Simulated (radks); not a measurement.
Lu15+, configuration [Xe] 4f2 (not the ground configuration). All-electron calculation, scalar-relativistic Kohn-Sham, r2SCAN, spin-unpolarised, spherical densities, finite nucleus; meta-GGA in the generalised Kohn-Sham scheme; Fermi nuclear charge, rms radius 5.37 fm. Program: a radial shooting solver on a logarithmic mesh with Libxc functionals.

Unscreened Slater integrals over Kohn-Sham orbitals (eV). Empty in this configuration: 5d.

| integral | value |
|---|---|
| F0(5p,5p) | 24.594 |
| F2(5p,5p) | 13.363 |
| F0(5p,5s) | 25.393 |
| G1(5p,5s) | 17.377 |
| F0(5p,4f) | 29.874 |
| F2(5p,4f) | 9.9932 |
| G2(5p,4f) | 3.2367 |
| G4(5p,4f) | 2.9681 |
| F0(5p,4d) | 29.954 |
| F2(5p,4d) | 9.9661 |
| G1(5p,4d) | 2.7863 |
| G3(5p,4d) | 2.8380 |
| F0(5p,5d) | 23.390 |
| F2(5p,5d) | 12.455 |
| G1(5p,5d) | 15.628 |
| G3(5p,5d) | 9.9816 |
| F0(5s,5s) | 26.316 |
| F0(5s,4f) | 31.530 |
| G3(5s,4f) | 3.7602 |
| F0(5s,4d) | 31.618 |
| G2(5s,4d) | 3.4917 |
| F0(5s,5d) | 24.035 |
| G2(5s,5d) | 11.661 |
| F0(4f,4f) | 48.649 |
| F2(4f,4f) | 25.169 |
| F4(4f,4f) | 16.274 |
| F6(4f,4f) | 11.858 |
| F0(4f,4d) | 48.364 |
| F2(4f,4d) | 24.282 |
| F4(4f,4d) | 15.812 |
| G1(4f,4d) | 27.044 |
| G3(4f,4d) | 17.910 |
| G5(4f,4d) | 12.941 |
| F0(4f,5d) | 27.773 |
| F2(4f,5d) | 8.5145 |
| F4(4f,5d) | 4.3471 |
| G1(4f,5d) | 2.5457 |
| G3(4f,5d) | 2.6996 |
| G5(4f,5d) | 2.2692 |
| F0(4d,4d) | 48.682 |
| F2(4d,4d) | 24.907 |
| F4(4d,4d) | 16.835 |
| F0(4d,5d) | 27.844 |
| F2(4d,5d) | 8.4697 |
| F4(4d,5d) | 4.2372 |
| G0(4d,5d) | 2.0600 |
| G2(4d,5d) | 2.5788 |
| G4(4d,5d) | 2.2082 |
| F0(5d,5d) | 22.396 |
| F2(5d,5d) | 11.978 |
| F4(5d,5d) | 8.2923 |

Derived for the open shells (J is the average intra-shell exchange parameter used in DFT+U). 4f: F4/F2 = 0.647, F6/F2 = 0.471, J = (286 F2 + 195 F4 + 250 F6)/6435 = 2.072 eV.
